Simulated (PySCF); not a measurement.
Isomers of C8H8S, from PBE0-D3(BJ)/def2-SVP geometry optimisation, gas phase (PySCF). One conformer each, no zero-point energy, no frequencies.

Question: Which isomer lies lower at this level?
A. `[cH:1]1[cH:2][cH:3][c:4]2[c:5]([cH:6]1)[CH2:7][CH2:8][S:9]2` with C4–C5–C7–C8 23°, C5–C7–C8–S9 -33°, C7–C8–S9–C4 27°, C3–C4–S9–C8 166°: A = 2913, B = 1249, C = 891.8 MHz, dipole 1.60 D
B. `[CH2:1]=[CH:2][c:3]1[cH:4][cH:5][cH:6][cH:7][c:8]1[SH:9]` with C1–C2–C3–C4 35°, C7–C8–S9–H -139°: A = 1632, B = 1485, C = 787.1 MHz, dipole 1.19 D

Answer: A. That is `c1ccc2c(c1)CCS2` (2,3-dihydrobenzo[b]thiophene), 22.6 kcal/mol below the other.

```tsv
SMILES	mapped SMILES	E (Eh)	relative (kcal/mol)	relative (kJ/mol)	dipole (D)
c1ccc2c(c1)CCS2	[cH:1]1[cH:2][cH:3][c:4]2[c:5]([cH:6]1)[CH2:7][CH2:8][S:9]2	-707.03449	0.0	0.0	1.60
C=Cc1ccccc1S	[CH2:1]=[CH:2][c:3]1[cH:4][cH:5][cH:6][cH:7][c:8]1[SH:9]	-706.99845	22.6	94.6	1.19
```

As drawn, the higher has an S–H bond and a C=C bond outside aromatic rings, which the lower lacks.
